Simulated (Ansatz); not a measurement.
Start from `C[N](C)[Zn][Br]` and change one atom or group to get `CNC`.

Ansatz, PBE0-D4/def2-TZVP geometries, multiplicity 1. Each molecule was computed in one conformer, which needn't be the lowest.

Scalar relativity is left out up to krypton.

```
                                          property  `C[N](C)[Zn][Br]`
                 HOMO energy (PBE/def2-TZVPP) / eV              -4.83
size of the dipole moment (ωB97M-V/def2-TZVPP) / D               1.90
              HOMO–LUMO gap (PBE0/def2-TZVPP) / eV               5.13
               LUMO energy (B3LYP/def2-TZVPP) / eV              -1.23
    zero-point energy (PBE0-D4/def2-TZVP) / kJ/mol              215.3
             HOMO–LUMO gap (B3LYP/def2-TZVPP) / eV               4.64
```

Question: Give the same properties after the change, and the shifts. (An estimate is asked.)

Answer: Computed: 
```csv
property,`CNC`,shift
HOMO energy (PBE/def2-TZVPP) / eV,-4.93,-0.10
size of the dipole moment (ωB97M-V/def2-TZVPP) / D,0.96,-0.94
HOMO–LUMO gap (PBE0/def2-TZVPP) / eV,7.59,2.46
LUMO energy (B3LYP/def2-TZVPP) / eV,0.87,2.10
zero-point energy (PBE0-D4/def2-TZVP) / kJ/mol,242.9,27.6
HOMO–LUMO gap (B3LYP/def2-TZVPP) / eV,7.02,2.38
```

With PBE0 the HOMO falls by 0.32 eV and the LUMO rises by 2.15 eV, so the gap widens by about 2.47 eV. PBE moves the HOMO by -0.10 eV and ωB97M-V by -0.41 eV. The zero-point energy changes by 27.6 kJ/mol with -3 modes. Dipoles are sizes alone; their direction can turn.

B3LYP here is the variant with VWN-RPA as its local correlation; programs differ in this.

Spin–orbit coupling is left out; it splits and shifts lone-pair levels of the heavy atoms by tenths of an eV.
